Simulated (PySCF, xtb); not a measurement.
Al(Me)(OH)2 (CH5AlO2), SMILES [CH3][Al]([OH])[OH].

GFN2-xTB run with xtb at its own geometry gives an orbital gap of 4.74 eV and a dipole moment of 0.05 D.

Coordinates come from a ωB97X-D3(BJ)/def2-SVP optimisation. The isomer is the one that the SMILES or the coordinates give; other isomers of the formula were not compared. The values are those of a single conformer.

What does PBE/def2-TZVP (PySCF) give? (Estimate from the structure and the level; the computed values follow.)

gap 6.18 eV (levels -7.09 and -0.91 eV), dipole 1.59 D.
